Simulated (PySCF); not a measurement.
## Nuclear quadrupole coupling in `CC(=O)C#CC1=C[SiH2][C@H]1C`

Compound: C₈H₁₀OSi.
SMILES with atom numbers: `[CH3:1][C:2](=[O:3])[C:4]#[C:5][C:6]1=[CH:7][SiH2:8][C@H:9]1[CH3:10]` (hydrogens: H11, H12, H13 on C1; H14 on C7; H15, H16 on Si8; H17 on C9; H18, H19, H20 on C10)

Structure used (GFN2-xTB), in Å, numbered top down from 1:
```xyz
20
C8H10OSi angstrom
C      4.0851   -0.2459   -0.4451
C      2.9720   -1.0390    0.1987
O      3.1433   -2.0659    0.8140
C      1.6815   -0.4476    0.0085
C      0.5857    0.0452   -0.1477
C     -0.6871    0.5995   -0.2935
C     -1.1421    1.5230   -1.1660
Si    -2.9052    1.5028   -0.4905
C     -1.8881    0.2281    0.5575
C     -2.2563   -1.2456    0.4728
H      4.1201    0.7495   -0.0054
H      3.8861   -0.1355   -1.5096
H      5.0370   -0.7487   -0.2950
H     -0.5672    2.0190   -1.9321
H     -3.9415    0.9218   -1.3396
H     -3.3600    2.7055    0.2033
H     -1.7229    0.4930    1.6048
H     -3.1639   -1.4439    1.0394
H     -1.4562   -1.8667    0.8752
H     -2.4256   -1.5377   -0.5623
```

Field gradients from the PBE0/pcSseg-1 density (PySCF, non-relativistic), principal values in atomic units, ordered |Vxx| ≤ |Vyy| ≤ |Vzz|:

```
atom     Vxx     Vyy      Vzz
  O3  0.5792  1.4992  -2.0785
```

Question: Find the asymmetry η = (Vxx − Vyy)/Vzz and the couplings χ = eQV/h (234.96 MHz × Q in barn × V in au), with Q(17O) = −0.0256 b.

Answer: 
```
atom    environment  nucleus     η  χzz (MHz)  χxx (MHz)  χyy (MHz)
  O3  ketone oxygen      17O  0.44      12.50      -3.48      -9.02
```

The tensor is traceless: Vxx + Vyy + Vzz = 0.

Question: What is Vzz at O3 in SI units (1 au = 9.71736 × 10²¹ V/m²)?

Answer: -2.0785 au = -20.197 × 10²¹ V/m².

Question: What couplings would deuterons (Q(2H) = 0.00286 b) have in place of the hydrogens, at this geometry?

Answer: 
```json
{"atom": "H11", "bonded to": "C1", "bond length (Å)": "1.089", "Vzz (au)": "0.3111", "η": "0.03", "χzz (kHz)": "209"}
{"atom": "H12", "bonded to": "C1", "bond length (Å)": "1.089", "Vzz (au)": "0.3112", "η": "0.04", "χzz (kHz)": "209"}
{"atom": "H13", "bonded to": "C1", "bond length (Å)": "1.087", "Vzz (au)": "0.3125", "η": "0.01", "χzz (kHz)": "210"}
{"atom": "H14", "bonded to": "C7", "bond length (Å)": "1.079", "Vzz (au)": "0.3352", "η": "0.01", "χzz (kHz)": "225"}
{"atom": "H15", "bonded to": "Si8", "bond length (Å)": "1.460", "Vzz (au)": "0.1644", "η": "0.00", "χzz (kHz)": "110"}
{"atom": "H16", "bonded to": "Si8", "bond length (Å)": "1.461", "Vzz (au)": "0.1638", "η": "0.00", "χzz (kHz)": "110"}
{"atom": "H17", "bonded to": "C9", "bond length (Å)": "1.093", "Vzz (au)": "0.3070", "η": "0.04", "χzz (kHz)": "206"}
{"atom": "H18", "bonded to": "C10", "bond length (Å)": "1.088", "Vzz (au)": "0.3151", "η": "0.02", "χzz (kHz)": "212"}
{"atom": "H19", "bonded to": "C10", "bond length (Å)": "1.090", "Vzz (au)": "0.3081", "η": "0.02", "χzz (kHz)": "207"}
{"atom": "H20", "bonded to": "C10", "bond length (Å)": "1.089", "Vzz (au)": "0.3113", "η": "0.03", "χzz (kHz)": "209"}
```

Isolated species at its GFN2-xTB geometry, gas phase. GFN2-xTB bond lengths can be off by several hundredths of an ångström, more for odd bonds, and the gradients follow them. The basis is small and wasn't made for field gradients, so the couplings can be 20 % off.
